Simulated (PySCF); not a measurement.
BaF2, SMILES [F][Ba][F] (connectivity only; charge and spin as stated), charge +1, multiplicity 2.

Geometry optimised at B3LYP-D3(BJ)/def2-TZVP. The multiplicity is an assumed one; other spin states were not compared. The isomer is the one that the SMILES or the coordinates give; other isomers of the formula were not compared. The def2 effective core potentials stand for the cores of Ba; spin–orbit coupling is left out.

All values below come from PBE/def2-TZVPD (PySCF).

The molecule is in vacuum.

Computed frontier levels, dipole moment and polarisability:
The α spin, highest occupied and lowest empty level comes out as -13.23 and -6.73 eV. The β spin, highest occupied and lowest empty level comes out as -12.96 and -11.20 eV and the dipole moment about the centre of nuclear charge comes out as 7.85 D. The mean static polarisability is 29.7 bohr³ (4.41 Å³) and the polarisability, principal values comes out as 20.0, 33.8, 35.4 bohr³. The ⟨S²⟩ is 0.753 (pure state 0.75).
